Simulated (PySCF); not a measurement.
Species: C4H9F3Si2.
Atom-mapped SMILES: `[CH3:1][SiH2:2]/[CH:3]=[C:4](/[SiH3:5])[C:6]([F:7])([F:8])[F:9]` (hydrogens: H10, H11, H12 on C1; H13, H14 on Si2; H15 on C3; H16, H17, H18 on Si5)

The same species was optimised twice, with GFN2-xTB and with PBE0-D3(BJ)/def2-SVP (PySCF), and the same property calculations (PySCF, gas phase) were run on both structures.

| coordinate | GFN2-xTB | PBE0-D3(BJ)/def2-SVP | change |
| --- | --- | --- | --- |
| C1–Si2 (Å) | 1.898 | 1.877 | -0.021 |
| C4–C6 (Å) | 1.488 | 1.504 | +0.016 |
| C6–F8 (Å) | 1.350 | 1.335 | -0.015 |
| C3=C4 (Å) | 1.331 | 1.345 | +0.014 |
| C6–F7 (Å) | 1.348 | 1.341 | -0.007 |
| C6–F9 (Å) | 1.347 | 1.342 | -0.005 |
| C4–Si5 (Å) | 1.894 | 1.890 | -0.004 |
| Si2–C3 (Å) | 1.898 | 1.897 | -0.001 |
| C3–C4–Si5 (°) | 126.3 | 122.0 | -4.3 |
| C1–Si2–C3 (°) | 107.7 | 111.1 | +3.4 |
| Si5–C4–C6 (°) | 114.1 | 116.7 | +2.6 |
| C3–C4–C6 (°) | 119.6 | 121.3 | +1.7 |
| F8–C6–F9 (°) | 105.5 | 107.1 | +1.6 |
| C4–C6–F9 (°) | 112.3 | 110.7 | -1.6 |
| Si2–C3–C4 (°) | 128.7 | 130.1 | +1.4 |
| F7–C6–F9 (°) | 105.5 | 106.9 | +1.4 |
| C1–Si2–C3–C4 (°) | -91 | -84 | +7 |
| C3–C4–C6–F7 (°) | 49 | 31 | -18 |

Rotational constants: A = 1611, B = 784.5, C = 639.4 MHz (GFN2-xTB) against A = 1567, B = 782.4, C = 628.1 MHz (PBE0-D3(BJ)/def2-SVP). Point groups within 0.08 Å: C1 and C1. Atoms that the bonding makes alike are paired by their places after alignment.

On the GFN2-xTB structure: HOMO (eV) -8.39 [PBE0/pcSseg-1]; LUMO (eV) -1.54 [PBE0/pcSseg-1]; dipole (D) 2.23 [PBE0/pcSseg-1]; GIAO shielding of C1 (ppm) 192.1 [PBE0/pcSseg-1]; GIAO shielding of Si2 (ppm) 401.3 [PBE0/pcSseg-1]; GIAO shielding of C3 (ppm) 20.1 [PBE0/pcSseg-1]; GIAO shielding of C4 (ppm) 31.5 [PBE0/pcSseg-1]; GIAO shielding of Si5 (ppm) 417.0 [PBE0/pcSseg-1]; GIAO shielding of C6 (ppm) 52.6 [PBE0/pcSseg-1]; GIAO shielding of F7/F8/F9 (mean) (ppm) 240.4 [PBE0/pcSseg-1].

**Question.** What do these properties become on the PBE0-D3(BJ)/def2-SVP structure?

**Answer.** 
```json
{"property": "HOMO (eV)", "level": "PBE0/pcSseg-1", "on GFN2-xTB": "-8.39", "on PBE0-D3(BJ)/def2-SVP": "-8.42", "change": "-0.03"}
{"property": "LUMO (eV)", "level": "PBE0/pcSseg-1", "on GFN2-xTB": "-1.54", "on PBE0-D3(BJ)/def2-SVP": "-1.62", "change": "-0.08"}
{"property": "dipole (D)", "level": "PBE0/pcSseg-1", "on GFN2-xTB": "2.23", "on PBE0-D3(BJ)/def2-SVP": "2.01", "change": "-0.22"}
{"property": "energy, GFN2-xTB geometry as zero (kcal/mol)", "level": "PBE0/pcSseg-1", "on GFN2-xTB": "0.0", "on PBE0-D3(BJ)/def2-SVP": "-2.3", "change": "-2.3"}
{"property": "GIAO shielding of C1 (ppm)", "level": "PBE0/pcSseg-1", "on GFN2-xTB": "192.1", "on PBE0-D3(BJ)/def2-SVP": "190.0", "change": "-2.1"}
{"property": "GIAO shielding of Si2 (ppm)", "level": "PBE0/pcSseg-1", "on GFN2-xTB": "401.3", "on PBE0-D3(BJ)/def2-SVP": "400.0", "change": "-1.3"}
{"property": "GIAO shielding of C3 (ppm)", "level": "PBE0/pcSseg-1", "on GFN2-xTB": "20.1", "on PBE0-D3(BJ)/def2-SVP": "19.6", "change": "-0.5"}
{"property": "GIAO shielding of C4 (ppm)", "level": "PBE0/pcSseg-1", "on GFN2-xTB": "31.5", "on PBE0-D3(BJ)/def2-SVP": "28.2", "change": "-3.3"}
{"property": "GIAO shielding of Si5 (ppm)", "level": "PBE0/pcSseg-1", "on GFN2-xTB": "417.0", "on PBE0-D3(BJ)/def2-SVP": "412.5", "change": "-4.5"}
{"property": "GIAO shielding of C6 (ppm)", "level": "PBE0/pcSseg-1", "on GFN2-xTB": "52.6", "on PBE0-D3(BJ)/def2-SVP": "54.2", "change": "+1.6"}
{"property": "GIAO shielding of F7/F8/F9 (mean) (ppm)", "level": "PBE0/pcSseg-1", "on GFN2-xTB": "240.4", "on PBE0-D3(BJ)/def2-SVP": "249.6", "change": "+9.2"}
```

The heavy atoms differ by 0.195 Å rms after alignment (one structure mirrored). Among bonds between heavy atoms C1–Si2 changes most (-0.021 Å). Changes are differences of the printed values. Neither structure is proved a minimum here.

The values belong to the conformer `[CH3:1][SiH2:2]/[CH:3]=[C:4](/[SiH3:5])[C:6]([F:7])([F:8])[F:9]`: C1–Si2–C3–C4 -84°, C3–C4–C6–F7 31°.
